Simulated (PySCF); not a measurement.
Cartesian coordinates (Å):
```xyz
4

S     -1.1235    -0.1372     0.6544
Al     0.6419     0.2368    -0.5875
Cl     2.4005    -0.7534     0.0136
H     -1.9189     0.6538    -0.0805
```
Charge 0, spin multiplicity 2.

Task: Estimate the dipole moment, highest occupied spin orbital and total energy that CAM-B3LYP-D3(BJ)/def2-TZVP in PySCF returns for this input.

Result: 
```yaml
dipole_moment: 2.22 D
highest_occupied_spin_orbital: -7.50 eV
total_energy: -1101.5647 Ha
```
